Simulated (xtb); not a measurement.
Br$_{3}$Pb (SMILES [Br][Pb-]([Br])[Br]), charge -1, singlet, at a GFN2-xTB geometry (such geometries of metal compounds can be far from the true shape); GFN1-xTB in xtb.

Input for xtb:
```
$ xtb mol.xyz --gfn 1 --chrg -1 --ohess --json

# file mol.xyz
4

Pb     0.00381371    -0.00015158     0.64375725
Br     0.60057734    -2.35520043    -0.50687391
Br     1.73497476     1.70048433    -0.51263926
Br    -2.34448708     0.65507125    -0.48871810
```

**Question.** Write the output that xtb gives for this input, abridged.

**Answer.** 
```
   ID    Z sym.   atoms
    1   82 Pb     1
    2   35 Br     2-4

           -------------------------------------------------
          |                Calculation Setup                |
           -------------------------------------------------

           -------------------------------------------------
          |                 G F N 1 - x T B                 |
           -------------------------------------------------

          ...................................................
          :                      SETUP                      :
          :.................................................:
          :  # basis functions                  34          :
          :  # atomic orbitals                  31          :
          :  # shells                           11          :
          :  # electrons                        26          :
          :  # halogen bonds                     0          :
          :  max. iterations                   250          :
          :  Hamiltonian                  GFN1-xTB          :
          :  restarted?                      false          :
          :  GBSA solvation                  false          :
          :  PC potential                    false          :
          :  electronic temp.          300.0000000     K    :
          :  accuracy                    1.0000000          :
          :  -> integral cutoff          0.2500000E+02      :
          :  -> integral neglect         0.1000000E-07      :
          :  -> SCF convergence          0.1000000E-05 Eh   :
          :  -> wf. convergence          0.2000000E-04 e    :
          :  Broyden damping             0.4000000          :
          :  net charge                         -1          :
          :  unpaired electrons                  0          :
          ...................................................

 iter      E             dE          RMSdq      gap      omega  full diag
   1    -13.3829211 -0.133829E+02  0.105E+01    3.17       0.0  T
   2    -13.5374928 -0.154572E+00  0.740E+00    5.17       1.0  T
   3    -13.5946221 -0.571293E-01  0.431E+00    4.90       1.0  T
   4    -13.4975328  0.970892E-01  0.766E+00    3.65       1.0  T
   5    -13.6194261 -0.121893E+00  0.605E-01    4.42       1.0  T
   6    -13.6126923  0.673382E-02  0.167E+00    4.29       1.0  T
   7    -13.6201977 -0.750541E-02  0.251E-02    4.49       2.0  T
   8    -13.6201150  0.827641E-04  0.172E-01    4.47       1.0  T
   9    -13.6201866 -0.716918E-04  0.658E-02    4.48       1.0  T
  10    -13.6201961 -0.943768E-05  0.279E-02    4.49       1.8  T
  11    -13.6201982 -0.210040E-05  0.202E-03    4.49      24.8  T
  12    -13.6201982 -0.109343E-07  0.136E-06    4.49   36812.0  T
  13    -13.6201982  0.124345E-13  0.132E-08    4.49  100000.0  T

   *** convergence criteria satisfied after 13 iterations ***

         :::::::::::::::::::::::::::::::::::::::::::::::::::::
         ::                     SUMMARY                     ::
         :::::::::::::::::::::::::::::::::::::::::::::::::::::
         :: total energy             -13.614434382131 Eh    ::
         :: gradient norm              0.021672006706 Eh/a0 ::
         :: HOMO-LUMO gap              4.490948169115 eV    ::
         ::.................................................::
         :: SCC energy               -13.620198195870 Eh    ::
         :: -> electrostatic           0.174009546426 Eh    ::
         :: repulsion energy           0.008040794058 Eh    ::
         :: dispersion energy         -0.002276980318 Eh    ::
         :: halogen bond corr.         0.000000000000 Eh    ::
         :: add. restraining           0.000000000000 Eh    ::
         :: total charge              -1.000000000000 e     ::
         :::::::::::::::::::::::::::::::::::::::::::::::::::::

      -----------------------------------------------------------
     |                   =====================                   |
[...]
 * total energy  :   -13.6144344 Eh     change        0.3552714E-14 Eh
 * total energy  :   -13.6020553 Eh     change        0.1237904E-01 Eh
 * total energy  :   -13.6172057 Eh     change       -0.1515031E-01 Eh
 * total energy  :   -13.6175993 Eh     change       -0.3936724E-03 Eh
 * total energy  :   -13.6177308 Eh     change       -0.1314890E-03 Eh
 * total energy  :   -13.6177311 Eh     change       -0.3157347E-06 Eh
   *** GEOMETRY OPTIMIZATION CONVERGED AFTER 6 ITERATIONS ***
         :: total energy             -13.617731133448 Eh    ::
[...]
 Raman intensities (Ä⁴*amu⁻¹)
   1:  0.00   2:  0.00   3:  0.00   4:  0.00   5:  0.00   6:  0.00   7:  0.00   8:  0.00
   9:  0.00  10:  0.00  11:  0.00  12:  0.00
 output can be read by thermo (or use thermo option).
 writing <g98.out> molden fake output.
 recommended (thermochemical) frequency scaling factor: 1.0
           -------------------------------------------------
          |             Thermodynamic Functions             |
           -------------------------------------------------

c3v symmetry found (for desy threshold:  0.10E+00) used in thermo

          ...................................................
          :                      SETUP                      :
          :.................................................:
          :  # frequencies                           6      :
          :  # imaginary freq.                       0      :
          :  linear?                             false      :
          :  only rotor calc.                    false      :
          :  symmetry                              c3v      :
          :  rotational number                       3      :
          :  scaling factor                  1.0000000      :
          :  rotor cutoff                   50.0000000 cm⁻¹ :
          :  imag. cutoff                  -20.0000000 cm⁻¹ :
          :.................................................:

    mode    ω/cm⁻¹     T·S(HO)/kcal·mol⁻¹    T·S(FR)/kcal·mol⁻¹   T·S(vib)
   ------------------------------------------------------------------------
       1     55.23    -1.37771 ( 59.81%)    -1.02701 ( 40.19%)    -1.23677
       2     55.23    -1.37770 ( 59.82%)    -1.02700 ( 40.18%)    -1.23677
       3     68.65    -1.24975 ( 78.04%)    -0.96257 ( 21.96%)    -1.18668
       4    198.28    -0.64071 ( 99.60%)    -0.64840 (  0.40%)    -0.64074
       5    198.29    -0.64070 ( 99.60%)    -0.64840 (  0.40%)    -0.64074
       6    202.87    -0.62816 ( 99.63%)    -0.64162 (  0.37%)    -0.62821
   ------------------------------------------------------------------------

   temp. (K)  partition function   enthalpy   heat capacity  entropy
                                   cal/mol     cal/K/mol   cal/K/mol   J/K/mol
 298.15  VIB   274.                 2590.046     10.427     18.682
         ROT  0.795E+06              888.752      2.981     29.980
         INT  0.217E+09             3478.799     13.408     48.662
         TR   0.914E+28             1481.254      4.968     44.161
         TOT                        4960.0525    18.3765    92.8226   388.3696

       T/K    H(0)-H(T)+PV         H(T)/Eh          T*S/Eh         G(T)/Eh
   ------------------------------------------------------------------------
    298.15    0.790435E-02    0.967802E-02    0.441030E-01   -0.344250E-01
   ------------------------------------------------------------------------

         :::::::::::::::::::::::::::::::::::::::::::::::::::::
         ::                  THERMODYNAMIC                  ::
         :::::::::::::::::::::::::::::::::::::::::::::::::::::
         :: total free energy         -13.652156106679 Eh   ::
         ::.................................................::
         :: total energy              -13.617731133448 Eh   ::
         :: zero point energy           0.001773670339 Eh   ::
         :: G(RRHO) w/o ZPVE           -0.036198643570 Eh   ::
         :: G(RRHO) contrib.           -0.034424973231 Eh   ::
         :::::::::::::::::::::::::::::::::::::::::::::::::::::

optimized geometry written to: xtbopt.xyz

           -------------------------------------------------
          | TOTAL ENERGY              -13.617731133448 Eh   |
          | TOTAL ENTHALPY            -13.608053116354 Eh   |
          | TOTAL FREE ENERGY         -13.652156106679 Eh   |
          | GRADIENT NORM               0.000112059170 Eh/α |
          | HOMO-LUMO GAP               5.134784225280 eV   |
           -------------------------------------------------

normal termination of xtb
```
